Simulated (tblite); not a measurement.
Compound: C₆H₇O₂Si (doublet state).
Cartesian coordinates in Å at the GFN2-xTB level; atoms count from 1:
```xyz
16
C6H7O2Si angstrom
O      0.9818   -1.5371    0.3571
C     -0.0096   -0.8344    0.0455
C     -1.3378   -1.2975   -0.1503
C     -2.3227   -0.4113   -0.4898
C     -2.0495    0.9584   -0.6509
C     -0.7767    1.4572   -0.4719
C      0.2524    0.5869   -0.1256
O      1.4841    0.9491    0.0671
Si     2.6926   -0.1537    0.4858
H     -1.5392   -2.3500   -0.0249
H     -3.3328   -0.7630   -0.6388
H     -2.8527    1.6275   -0.9194
H     -0.5611    2.5074   -0.5943
H      2.5796   -0.6333    1.8593
H      3.0818   -1.0226   -0.6201
H      3.7021    0.9254    0.5211
```

Structure optimised with GFN2-xTB, isolated species. This method treats the open shell by occupation alone, without spin polarisation.

Take the most abundant isotopes and a rigid rotor. The values belong to one conformer with, in the numbering `[O:1][c:2]1[cH:3][cH:4][cH:5][cH:6][c:7]1[O:8][SiH3:9]`, C6–C7–O8–Si9 180°.

Q: Give the principal moments of inertia and the rotational constants in MHz.

A: Ia = 146.44, Ib = 461.79, Ic = 601.62 u·Å²; 505379 MHz·u·Å²/I gives A = 3451, B = 1094, C = 840.0 MHz.

Q: Classify the top.

A: An asymmetric top. Ray's parameter κ = (2B − A − C)/(A − C) = -0.805; −1 is the prolate and +1 the oblate limit.

Q: Is it planar, by Δ = Ic − Ia − Ib?

A: Not planar: Δ = Ic − Ia − Ib = -6.60 u·Å². For a rigid frame Δ = −2 Σ m c², so Σ m c² = 3.30 u·Å² lies off the ab plane, practically all of it from hydrogen. The atom farthest from that plane is 1.28 Å away.

Q: List the rotational levels J(Ka,Kc) to J = 4 (cm⁻¹).

A: Above 0(0,0):
J = 1: 1(0,1) 0.0645, 1(1,1) 0.1431, 1(1,0) 0.1516
J = 2: 2(0,2) 0.1929, 2(1,2) 0.2637, 2(1,1) 0.2892, 2(2,1) 0.5250, 2(2,0) 0.5256
J = 3: 3(0,3) 0.3839, 3(1,3) 0.4442, 3(1,2) 0.4950, 3(2,2) 0.7186, 3(2,1) 0.7218, 3(3,1) 1.1332, 3(3,0) 1.1332
J = 4: 4(0,4) 0.6357, 4(1,4) 0.6841, 4(1,3) 0.7687, 4(2,3) 0.9762, 4(2,2) 0.9857, 4(3,2) 1.3925, 4(3,1) 1.3927, 4(4,1) 1.9714, 4(4,0) 1.9714

For this open shell read J as N, the rotation without spin; fine and hyperfine splittings come on top. Its GFN2-xTB frequencies are all real (lowest 106 cm⁻¹). Constants of a rigid frame at the computed geometry: no zero-point averaging, no centrifugal distortion.
